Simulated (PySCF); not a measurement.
Compound: C2H6AlBrO.
Atom-mapped SMILES: `[CH3:1][O:2][Al:3]([CH3:4])[Br:5]` (hydrogens: H6, H7, H8 on C1; H9, H10, H11 on C4)

Method: PBE0-D3(BJ)/def2-SVP geometry optimisation, gas phase (PySCF 2.14.0); density fitting, grid level 1; the optimiser is geomeTRIC in internal coordinates, started from a GFN2-xTB structure with every atom displaced at random (about 0.01 Å).

Step 0: E = -80835.7639 eV
```
atom  x, y, z in Å  |  force x, y, z in eV/Å
C1      2.2290   -0.5864   -0.0529   -1.993   2.083  -0.249
O2      0.9831    0.0869    0.1533    1.404  -0.940  -0.172
Al3    -0.4941    0.8052    0.3819   -0.021  -0.053   0.043
C4     -2.1722   -0.1326    0.1702   -0.920   0.340   0.743
Br5    -0.4398    2.9772    0.9998   -0.085   0.071   0.047
H6      2.9149    0.1273   -0.5294    0.253  -0.105  -0.044
H7      2.0675   -1.4268   -0.7077    0.050  -0.751  -0.428
H8      2.6324   -0.8943    0.8921    0.426  -0.402   0.829
H9     -2.4912   -0.6707    1.0987    0.364   0.226  -0.329
H10    -3.0188    0.5613   -0.0336    0.360  -0.097  -0.009
H11    -2.1727   -0.8731   -0.6234    0.163  -0.373  -0.431
```

Problem. Estimate the geometry and energy of step 1. (The exact step hangs on the optimiser's Hessian estimate; all steps are aligned on step 0, rigid shifts and turns removed.)

Solution. E = -80835.8855 eV, largest force 0.292 eV/Å
```
atom  x, y, z in Å  |  force x, y, z in eV/Å
C1      2.2403   -0.5445   -0.0576   -0.043  -0.263   0.119
O2      0.9654   -0.0691    0.1461   -0.131  -0.009  -0.034
Al3    -0.4913    0.7071    0.3697   -0.013   0.129   0.032
C4     -2.2356   -0.1116    0.1761    0.047  -0.135  -0.111
Br5    -0.4503    2.8885    0.9890    0.058  -0.027   0.022
H6      2.8966    0.2111   -0.5243   -0.006   0.014   0.012
H7      2.2117   -1.4363   -0.7164    0.121   0.123   0.060
H8      2.7016   -0.8556    0.9036   -0.021   0.080  -0.193
H9     -2.5348   -0.5931    1.1204    0.001  -0.034   0.050
H10    -2.9883    0.6579   -0.0430   -0.056   0.062  -0.028
H11    -2.2772   -0.8803   -0.6146    0.044   0.061   0.071
```

The energy changes by -0.1216 eV. The first-order estimate −F·Δx gives -0.2635 eV and the mean of the old and new forces, exact on a quadratic surface, -0.1262 eV. The step makes an angle of 79° with the force vector and moves no atom by more than 0.157 Å.

What follows is the cost of the whole optimisation. Time: 2.6 min of wall time; peak memory 0.50 GiB. Hardware: Arm Neoverse V1, one thread (shared host).
